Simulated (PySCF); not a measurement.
C₃HF₄, SMILES FC(F)(/[C]=C/F)F, multiplicity 2. Geometry optimised at B3LYP-D3(BJ)/def2-SVP. The isomer is the one that the SMILES or the coordinates give; other isomers of the formula were not compared.

Computed equilibrium geometry at B3LYP-D3(BJ)/def2-SVP (PySCF confirms it by a frequency run) as Cartesian coordinates in Å, and its point group:
point group Cs.
```xyz
8

F      0.2617     2.8979     0.0000
C     -0.2919     1.6911     0.0000
C      0.3955     0.5692     0.0000
C      0.0544    -0.8671     0.0000
F      0.5376    -1.4945    -1.0805
F      0.5376    -1.4945     1.0805
F     -1.2877    -1.0284     0.0000
H     -1.3912     1.7171     0.0000
```
Charge 0, spin multiplicity 2.
